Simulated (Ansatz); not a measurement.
Coupled-cluster run, `[OH][Hf]12345678([Cl])([C@H]9[C@@H]1[C@@H]2[C@@H]3[C@H]94)[C@H]1[C@@H]5[C@@H]6[C@@H]7[C@H]18`.

```yaml
crystal:
  periodic: [false, false, false]
  atoms:
    - {symbol: O, position_ang: [-1.181934, -0.109511, -2.046975]}
    - {symbol: Hf, position_ang: [-0.372890, 0.367623, -0.311148]}
    - {symbol: Cl, position_ang: [-1.381348, 2.549710, 0.039340]}
    - {symbol: C, position_ang: [-1.816730, -1.595168, 0.422167]}
    - {symbol: C, position_ang: [-2.343949, -0.464052, 1.068684]}
    - {symbol: C, position_ang: [-1.378112, -0.001984, 1.994494]}
    - {symbol: C, position_ang: [-0.254502, -0.838441, 1.906672]}
    - {symbol: C, position_ang: [-0.514224, -1.817841, 0.914636]}
    - {symbol: C, position_ang: [2.051102, -0.323647, -0.251275]}
    - {symbol: C, position_ang: [1.999098, 0.960617, 0.340197]}
    - {symbol: C, position_ang: [1.642010, 1.883716, -0.664136]}
    - {symbol: C, position_ang: [1.454765, 1.174804, -1.865607]}
    - {symbol: C, position_ang: [1.711791, -0.190194, -1.612255]}
    - {symbol: H, position_ang: [-2.082884, -0.407851, -2.165505]}
    - {symbol: H, position_ang: [-2.301922, -2.176522, -0.347475]}
    - {symbol: H, position_ang: [-3.304428, -0.007418, 0.882460]}
    - {symbol: H, position_ang: [-1.479744, 0.866021, 2.627491]}
    - {symbol: H, position_ang: [0.651733, -0.747974, 2.486403]}
    - {symbol: H, position_ang: [0.148229, -2.616142, 0.615247]}
    - {symbol: H, position_ang: [2.314783, -1.242632, 0.250037]}
    - {symbol: H, position_ang: [2.204250, 1.196480, 1.374289]}
    - {symbol: H, position_ang: [1.489165, 2.942017, -0.523675]}
    - {symbol: H, position_ang: [1.122663, 1.590582, -2.804553]}
    - {symbol: H, position_ang: [1.623089, -0.992203, -2.329501]}
basis:
  gaussian: {orbitals: def2-SVP}
correlation: {method: ccsd_t}
```

```sh
$ ansatz run in.yaml --threads 11 --pin off --events-out ev --progress --plain --max-ram 174080MiB --backend cuda --devices 0, --max-vram 75GiB
```

Log, shortened:

```
Functional definition: HF
2632 factors; integrals over basis functions are off by at most 1.4e-3 eV
mean field evaluation 1: about -26293.9623 eV, gradient 5.8e1 eV
mean field evaluation 2: about -26293.9874 eV, gradient 5.8e1 eV
mean field evaluation 4: about -26302.5784 eV, gradient 7.7e0 eV
mean field evaluation 8: about -26302.7410 eV, gradient 3.6e-1 eV
mean field evaluation 16: about -26302.5552 eV, gradient 7.7e0 eV
mean field -26302.74162075 eV, -966.6079259241 hartree, gradient 3.5e-6 eV, S^2 0.000000; 0 other end points of the search recorded, 0 dependent functions left out
16 core orbitals not correlated: weight in the atoms' cores, before any rotation towards them, 1.000 or more for the frozen orbitals, at most 0.000 for the correlated occupied ones
reference -26302.74162075 eV, -966.6079259241 hartree; 38, 38 occupied and 205, 205 virtual orbitals, 2632 factors
second order -52.29697965 eV of doubles, -0.00000000 eV of singles
cycle   1  -51.83049332 eV  change    4.7e-1 eV  update   1.9e-1
cycle   2  -53.18772693 eV  change    -1.4e0 eV  update   6.9e-2
cycle   3  -53.58056612 eV  change   -3.9e-1 eV  update   3.2e-2
cycle   4  -53.58722432 eV  change   -6.7e-3 eV  update   8.7e-3
cycle   5  -53.58208347 eV  change    5.1e-3 eV  update   3.7e-3
cycle   6  -53.58333730 eV  change   -1.3e-3 eV  update   1.2e-3
cycle   7  -53.58311575 eV  change    2.2e-4 eV  update   6.5e-4
cycle   8  -53.58251233 eV  change    6.0e-4 eV  update   2.0e-4
cycle   9  -53.58259778 eV  change   -8.5e-5 eV  update   8.5e-5
cycle  10  -53.58264515 eV  change   -4.7e-5 eV  update   3.0e-5
perturbative correction -2.29684952 eV, -0.0844076630 hartree
Total energy: -26358.62111542 eV, -968.6614594767 hartree
```

It took 11 s on 11 threads of an AMD EPYC 7R13 on a shared host and a whole NVIDIA H100 80 GB, with 0.86 GiB of host memory at the peak.

The correlation energy is -55.879 eV, 4.1 % of it from (T); the T1 diagnostic reads 0.0124.
